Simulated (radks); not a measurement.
Neutral magnesium inside a hard spherical wall (all orbitals vanish at R), configuration held at [Ne] 3s2 and not refilled when levels cross. Calculated with a radial shooting solver on a logarithmic mesh with Libxc functionals: scalar-relativistic Kohn-Sham, LDA (Slater exchange, Perdew-Wang correlation), spin-unpolarised, spherical densities, point nucleus. Eigenvalues in eV, with the zero of energy where the potential of the charges vanishes at infinity; a dash marks a level that is unbound or too diffuse for the functional's potential to be trusted. A positive occupied level is held by the wall or, in an anion where self-interaction has pushed it up, behind a barrier. The pressure on the wall is -dE/dV.

| R (bohr) | E (hartree) | kinetic (hartree) | e(1s) | e(2s) | e(2p) | e(3s) | e(3p, empty) | e(4s, empty) | pressure (GPa) |
|---|---|---|---|---|---|---|---|---|---|
| free | -199.45625 | 199.446 | -1253.4 | -79.297 | -46.726 | -4.782 | -1.374 | -0.054 | 0 |
| 15 | -199.45625 | 199.446 | -1253.4 | -79.297 | -46.726 | -4.782 | -1.370 | 0.289 | < 0.0001 |
| 12 | -199.45620 | 199.446 | -1253.4 | -79.290 | -46.719 | -4.777 | -1.342 | 0.791 | 0.000890 |
| 10 | -199.45578 | 199.450 | -1253.4 | -79.245 | -46.675 | -4.746 | -1.244 | 1.686 | 0.0124 |
| 7 | -199.44333 | 199.528 | -1252.7 | -78.578 | -46.010 | -4.237 | -0.283 | 6.525 | 0.664 |
| 4 | -199.12386 | 200.622 | -1246.9 | -73.291 | -40.752 | 2.532 | 9.028 | 39.253 | 55.6 |
| 3.5 | -198.85831 | 201.369 | -1244.2 | -70.976 | -38.447 | 7.177 | 14.735 | 57.575 | 138 |
| 2.5 | -197.17489 | 205.799 | -1232.3 | -62.023 | -29.323 | 33.331 | 43.658 | 144.38 | 1300 |
| 2 | -194.21517 | 213.400 | -1215.5 | -51.010 | -17.552 | 74.275 | 84.473 | 259.13 | 5630 |
